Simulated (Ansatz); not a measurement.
Ansatz results at the PBE0-D4/def2-TZVP geometry: HOMO–LUMO gap (PBE0/def2-TZVPP) 7.34 eV; zero-point energy (PBE0-D4/def2-TZVP) 44.0 kJ/mol; HOMO energy (PBE0/def2-TZVPP) -9.07 eV.

Each molecule was computed in one conformer, which needn't be the lowest.

Which molecule gave them?
A. `C[O][Ga]([CH3])[Cl]`
B. `[OH][Ga]([F])[Br]`
C. `N#[C][GaH2]`
D. `[GaH2][SeH]`

B. The others give `[GaH2][SeH]`: 5.77, 56.7, -7.35; `C[O][Ga]([CH3])[Cl]`: 7.39, 207.0, -7.98; `N#[C][GaH2]`: 6.59, 55.0, -9.27.
